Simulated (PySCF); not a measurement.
# Magnetisability: SMILES O=C(Cl)CC(F)(F)F, C₃H₂ClF₃O

Molfile (atoms numbered from 1):
```
C3H2ClF3O
     RDKit          3D

 10  9  0  0  0  0  0  0  0  0999 V2000
    1.4813   -1.6364   -0.8139 O   0  0  0  0  0  0  0  0  0  0  0  0
    1.2540   -0.5715   -0.3526 C   0  0  0  0  0  0  0  0  0  0  0  0
    2.2320    0.8262   -0.7457 Cl  0  0  0  0  0  0  0  0  0  0  0  0
    0.1331   -0.2349    0.6077 C   0  0  0  0  0  0  0  0  0  0  0  0
   -1.0377    0.4214   -0.1196 C   0  0  0  0  0  0  0  0  0  0  0  0
   -0.7272    1.6121   -0.6362 F   0  0  0  0  0  0  0  0  0  0  0  0
   -1.5014   -0.3321   -1.1193 F   0  0  0  0  0  0  0  0  0  0  0  0
   -2.0609    0.6227    0.7216 F   0  0  0  0  0  0  0  0  0  0  0  0
   -0.2391   -1.1594    1.0562 H   0  0  0  0  0  0  0  0  0  0  0  0
    0.4748    0.4565    1.3792 H   0  0  0  0  0  0  0  0  0  0  0  0
  1  2  2  0
  2  3  1  0
  2  4  1  0
  4  5  1  0
  5  6  1  0
  5  7  1  0
  5  8  1  0
  4  9  1  0
  4 10  1  0
M  END
```

Computed, not measured: GIAO B3LYP/pcSseg-1 magnetisability, rotational g tensor and spin-rotation constants, non-relativistic, gas phase (PySCF). Geometry: GFN2-xTB.

Question: How diamagnetic is it, and how anisotropic?

Answer: Isotropic -1014 × 10⁻³⁰ J/T², or -61.1 × 10⁻⁶ cm³/mol; principal values -1068, -1054, -919 × 10⁻³⁰ J/T², anisotropy 142 × 10⁻³⁰ J/T² (root of half the summed squared differences of the principal values). The susceptibility is in cgs units.

Question: Split it along the inertial axes a, b, c into diamagnetic and paramagnetic parts about the centre of mass, with the quadrupole moment.

Answer: 
```tsv
axis	χ (10⁻⁶ cm³/mol)	diamagnetic (10⁻⁶ cm³/mol)	paramagnetic (10⁻⁶ cm³/mol)	summed x² of all electrons (Å²)	quadrupole Θ (D Å)
a	-62.3	-459.5	397.2	198.1	-5.33
b	-58.1	-995.1	937.0	71.9	-1.29
c	-62.8	-1145.5	1082.7	36.4	+6.63
```
Anisotropies 2χaa − χbb − χcc = -3.6 and 2χbb − χaa − χcc = +8.7 × 10⁻⁶ cm³/mol. Θ is traceless in Buckingham's convention.

Question: And the rotational g tensor?

Answer: 
```
axis  rotational constant (GHz)        g  nuclear part  electronic part
   a                     2.9422  -0.0380        0.5110          -0.5490
   b                     1.1620  -0.0186        0.4930          -0.5115
   c                     0.9954  -0.0159        0.4904          -0.5063
```
Asymmetric top; isotopes 12C, 35Cl, 19F, 1H, 16O; no vibrational averaging.
